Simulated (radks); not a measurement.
Species: Au III. Configuration: [Xe] 4f14 5d9. Calculated with a radial shooting solver on a logarithmic mesh with Libxc functionals: scalar-relativistic Kohn-Sham, r2SCAN, spin-unpolarised, spherical densities, finite nucleus; meta-GGA in the generalised Kohn-Sham scheme; Fermi nuclear charge, rms radius 5.4371 fm.

Radial electron density D(r) = 4 pi r^2 rho(r):

| r (bohr) | D(r) (e/bohr) |
|---|---|
| 0.001984 | 27.21 |
| 0.002291 | 32.78 |
| 0.002646 | 39.19 |
| 0.003056 | 46.44 |
| 0.003529 | 54.49 |
| 0.004076 | 63.18 |
| 0.004669 | 71.79 |
| 0.005393 | 80.98 |
| 0.006228 | 89.79 |
| 0.007192 | 97.65 |
| 0.008306 | 103.9 |
| 0.009517 | 107.9 |
| 0.01099 | 109.6 |
| 0.01269 | 108.7 |
| 0.01466 | 105.7 |
| 0.01693 | 101.5 |
| 0.0194 | 98.20 |
| 0.0224 | 97.14 |
| 0.02587 | 100.4 |
| 0.02988 | 108.6 |
| 0.0345 | 121.1 |
| 0.03953 | 133.9 |
| 0.04565 | 144.7 |
| 0.05272 | 148.3 |
| 0.06089 | 143.0 |
| 0.07032 | 131.4 |
| 0.08121 | 119.6 |
| 0.09304 | 115.0 |
| 0.1075 | 120.0 |
| 0.1241 | 131.1 |
| 0.1433 | 137.8 |
| 0.1655 | 131.0 |
| 0.1896 | 112.1 |
| 0.219 | 88.89 |
| 0.2529 | 75.64 |
| 0.2921 | 77.49 |
| 0.3373 | 86.52 |
| 0.3865 | 89.59 |
| 0.4463 | 80.34 |
| 0.5154 | 61.86 |
| 0.5953 | 43.18 |
| 0.6875 | 30.62 |
| 0.7876 | 24.77 |
| 0.9096 | 21.80 |
| 1.051 | 19.02 |
| 1.213 | 15.34 |
| 1.401 | 11.20 |
| 1.618 | 7.452 |
| 1.854 | 4.680 |
| 2.141 | 2.625 |
| 2.473 | 1.330 |
| 2.856 | 0.5952 |
| 3.298 | 0.2280 |
| 3.778 | 0.07755 |
| 4.364 | 0.01996 |
| 5.039 | 0.003978 |

D(r) has 4 maxima, at r = 0.0113, 0.0519, 0.144, 0.377 bohr, and minima at 0.0217, 0.0930, 0.265 bohr, inside which lie 1.88, 11.01, 29.95 electrons.
